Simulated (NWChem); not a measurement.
# C5H4; SMILES C#CC=C=C

All runs: NWChem. Medium grid unless said otherwise, to which SCAN and Minnesota functionals are sensitive. Geometry: optimised at B3LYP/6-31G* (spherical d). B3LYP is NWChem's, with the RPA form of VWN correlation.

**Question.** Order these by “highest occupied level (eV)”, lowest first: B3LYP/def2-TZVP; TPSS/def2-TZVP; LRC-wPBEh/def2-TZVP; MN15/def2-TZVP.

**Answer.** LRC-wPBEh/def2-TZVP (-8.82), MN15/def2-TZVP (-7.67), B3LYP/def2-TZVP (-6.82), TPSS/def2-TZVP (-5.98)
